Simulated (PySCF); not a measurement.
An unknown is described by computed data only.

Elements present: B, C, H, N and O. Monoisotopic mass: 103.0805 u.

| Item | Value |
| --- | --- |
| Triplet | lowest triplet excitation (Tamm–Dancoff): 5.33 eV [TDA PBE0/def2-SVPD] |
| Dipole | 6.33 D [PBE0/def2-SVPD] |
| UV, first state | lowest singlet excitation: 5.87 eV (211 nm, f = 0.001) [TDDFT PBE0/def2-SVPD] |
| 13C NMR | chemical shifts (computed TMS as zero) by class: 181.8 (1 C), 76.6 (1 C), 22.0 (1 C) ppm [GIAO CAM-B3LYP/pcSseg-1] |
| Polarisability | 72.4 au [PBE0/def2-SVPD] |
| Rotational structure | rotational constants A, B, C: 7.059, 1.361, 1.237 GHz [PBE0-D3(BJ)/def2-SVP] |

Gas-phase values; electronic properties from PySCF, density fitting. Levels stand in brackets. Geometry: PBE0-D3(BJ)/def2-SVP, one conformer, isolated molecule. NMR classes are plain means over equivalent atoms (diastereotopic ones count apart unless rotation or inversion swaps them), as if these changed places fast.

Problem. Which formula fits the mass and the elements?

Solution. C3H10BNO2 (calculated 103.0805). No other formula that holds each of these elements comes within 0.0003 u with a fitting electron parity and a possible valence count.

Problem. Give a SMILES that accounts for the data.

Solution. Numbering: `[BH3-:1][NH2+:2][CH2:3][O:4][C:5]([CH3:6])=[O:7]`. 3 carbons fall into 3 classes; from least to most shielded: ester carbonyl carbon [C5] (181.8 ppm), sp3 carbon bound to oxygen [C3] (76.6 ppm), methyl carbon next to a carbonyl [C6] (22.0 ppm). S1 is mainly HOMO−2→LUMO (weight 0.91); the largest Löwdin shares of the orbital it empties are 0.64 on the ester carbonyl oxygen, 0.10 on the ester single-bonded oxygen, 0.08 on the methyl carbon next to a carbonyl and 0.08 on the ester carbonyl carbon, of the orbital it fills 0.37 on the ester carbonyl carbon, 0.28 on the ester carbonyl oxygen, 0.12 on the ester single-bonded oxygen and 0.08 on the methyl carbon next to a carbonyl. The optimised geometry has point group C1 and is an asymmetric top. Structure: `C(OC(C)=O)[NH2+][BH3-]`. Computed isomers that give other values at the same levels: `COB(CN)OC` (13C chemical shifts (computed TMS as zero) by class: 51.9 (2 C), 32.6 (1 C) ppm); `C[O+](C)[BH2-]NC=O` (rotational constant A: 4.327 GHz; this holds for the one conformer computed). The assignments are read from this structure; whether some other isomer fits the data as well wasn't checked.

Conformer computed: `[BH3-:1][NH2+:2][CH2:3][O:4][C:5]([CH3:6])=[O:7]`: B1–N2–C3–O4 172°, N2–C3–O4–C5 70°, C3–O4–C5–C6 176°.
